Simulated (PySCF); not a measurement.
# Li (lithium, neutral) across methods

[He] 2s1, 2S determinant. Calculation: PySCF 2.14, in aug-cc-pCVTZ-DK with one added diffuse shell each of s, p, d, f type (8s7p5d3f, 75 functions); the spin-free X2C one-electron Hamiltonian (Gaussian nucleus).

| method | E (hartree) | mean ε 1s α (eV) | mean ε 1s β (eV) | mean ε 2s α (eV) | Σ⟨r²⟩ (bohr²) | ⟨S²⟩ |
| --- | --- | --- | --- | --- | --- | --- |
| r2SCAN | -7.4803 | -53.307 | -53.143 | -3.253 | 18.11 | 0.750 |
| PW91 | -7.4747 | -51.919 | -51.690 | -3.245 | 18.03 | 0.750 |
| LDA | -7.3445 | -51.012 | -50.801 | -3.165 | 18.32 | 0.750 |
| revPBE | -7.4876 | -51.821 | -51.620 | -3.239 | 17.97 | 0.750 |
| TPSSh | -7.4888 | -54.351 | -54.110 | -3.433 | 17.87 | 0.750 |
| UHF | -7.43338 | -67.670 | -67.182 | -5.344 | 18.65 | 0.750 |
| PBE | -7.4628 | -51.744 | -51.517 | -3.229 | 17.98 | 0.750 |
| PBE0 | -7.4678 | -55.881 | -55.598 | -3.832 | 17.98 | 0.750 |
